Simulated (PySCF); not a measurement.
**ORD: `C[C@H]1C[C@H](O)[C@H]1CO`, C6H12O2**

Geometry:
```
atom   x (Å)   y (Å)   z (Å)
  C1  -1.637  -1.276   0.136
  C2  -0.971  -0.168  -0.662
  C3  -1.155   1.231  -0.040
  C4   0.296   1.171   0.476
  O5   1.106   2.304   0.362
  C6   0.557  -0.023  -0.471
  C7   1.387  -1.176   0.080
  O8   2.746  -0.823   0.182
  H9  -1.325  -2.253  -0.226
 H10  -2.718  -1.202   0.032
 H11  -1.390  -1.199   1.191
 H12  -1.279  -0.247  -1.707
 H13  -1.932   1.324   0.715
 H14  -1.288   2.014  -0.785
 H15   0.350   0.884   1.529
 H16   1.059   2.632  -0.543
 H17   1.033   0.324  -1.394
 H18   1.351  -2.032  -0.598
 H19   1.001  -1.490   1.060
 H20   2.804   0.014   0.660
```

Theory: PySCF 2.14.0, TDDFT B3LYP/def2-SVPD circular dichroism and optical rotation, one conformer, gas phase. Geometry: GFN2-xTB.

The molecule is flexible and this is one conformer; a measurement averages over conformers. States above about 7.4 eV (minus the energy of the highest occupied orbital) lie near or above the ionisation threshold and depend on the basis.

Stereocentres: C2 S, C4 S, C6 R.

Task: What is the specific rotation at 633, 589.3, 546, 436, 405, 365, 355 nm?

Result: [α] in deg dm⁻¹ (g/mL)⁻¹:
```tsv
λ (nm)	origin-invariant length gauge	modified velocity gauge	length gauge (centre of mass)	isotropic polarisability (au)
633	+57.5	+53.6	+55.8	80.6
589.3	+67.5	+63.1	+65.6	80.9
546	+80.5	+75.3	+78.2	81.2
436	+138.9	+130.4	+135.2	82.4
405	+168.2	+158.3	+163.9	83.0
365	+224.0	+211.3	+218.5	83.9
355	+242.7	+229.2	+236.9	84.2
```

Task: And for the mirror image at 589.3 nm?

Result: -67.5 deg dm⁻¹ (g/mL)⁻¹ (origin-invariant length gauge): the same size and the opposite sign.

Task: What is the molar rotation [Φ] = [α]·M/100 of the geometry above at 589.3 nm?

Result: With M = 116.16 g/mol, +78.4 deg cm² dmol⁻¹ (origin-invariant length gauge).

The first excitation lies at 6.56 eV (189 nm) with R = +2.1 × 10⁻⁴⁰ esu² cm² (velocity form).
